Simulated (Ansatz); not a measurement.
Total energies of Ga4O8H4 (the lowest singlet isomer of a short search) from Ansatz at PBE-D4/def2-SVP, gas phase (1 Eh = 27.2114 eV = 2625.5 kJ/mol). The reference geometry is relaxed at PBE-D4/def2-SVP.

```xyz
16

Ga    0.085   -0.231    0.123
Ga    2.625    1.352    1.091
Ga    0.323    2.752   -0.618
Ga   -1.390   -2.805    0.021
O    -0.303    4.237   -1.393
O    -1.191   -1.285    1.179
O    -0.150   -1.794   -1.042
O    -1.589   -4.572    0.383
O    -0.621    1.207   -0.713
O    -2.800   -3.843   -0.456
O     1.902    2.780    0.244
O     1.648   -0.172    1.023
H    -1.073   -1.414    2.139
H    -1.169    4.057   -1.805
H     3.990    1.434    1.828
H    -0.285   -1.705   -2.003
```

```tsv
state	geometry	energy (Eh)
charge 0 singlet	reference	-8300.63097
charge 1 doublet	reference	-8300.33328
charge -1 doublet	reference	-8300.66535
free Ga atom (doublet)	–	-1924.26790
free O atom (triplet)	–	-74.91467
free H atom (doublet)	–	-0.49863
```

(1) Work out the vertical ionisation energy to the doublet.

(2) Work out the vertical electron affinity, to the doublet.

(3) Give the fundamental gap IE − EA, the Mulliken electronegativity (IE + EA)/2 and the hardness (IE − EA)/2.

(4) What is the binding energy per atom against free atoms?

(1) E(charge 1 doublet) − E(charge 0 singlet) = -8300.33328 − (-8300.63097) = 0.29769 Eh = 8.10 eV. For comparison, −ε of the highest occupied level is 4.52 eV at this level, 3.58 eV less.

(2) E(charge 0 singlet) − E(charge -1 doublet) = -8300.63097 − (-8300.66535) = 0.03438 Eh = 0.94 eV. The basis lacks diffuse functions, which makes affinities too small.

(3) From the values in Eh: IE − EA = 0.29769 − 0.03438 = 0.26331 Eh = 7.17 eV; (IE + EA)/2 = 4.52 eV; (IE − EA)/2 = 3.58 eV. The HOMO–LUMO gap of the same run is 1.65 eV, 5.52 eV smaller than the fundamental gap.

(4) Atoms: 4 × (-1924.26790) + 8 × (-74.91467) + 4 × (-0.49863) = -8298.38348 Eh. Binding: -8298.38348 − (-8300.63097) = 2.24749 Eh = 61.16 eV, or 3.82 eV for each of 16 atoms (no zero-point energy, no counterpoise term).

The restricted singlet is unstable towards broken spin symmetry in Hartree–Fock (as tested in another run); at PBE-D4/def2-SVP this wasn't settled. At PBE-D4/def2-SVP the gap within one spin of the charge 1 doublet nearly closes, so an electron or hole may be smeared out by delocalisation error. At PBE-D4/def2-SVP the highest occupied level of the charge -1 doublet lies above zero (up to 1.03 eV). By energy differences its removal costs 0.94 eV (vertical, to the charge 0 singlet, at PBE-D4/def2-SVP); self-interaction error and the lack of diffuse functions both raise the level.  

The structure comes from a short search, and lower isomers may exist.
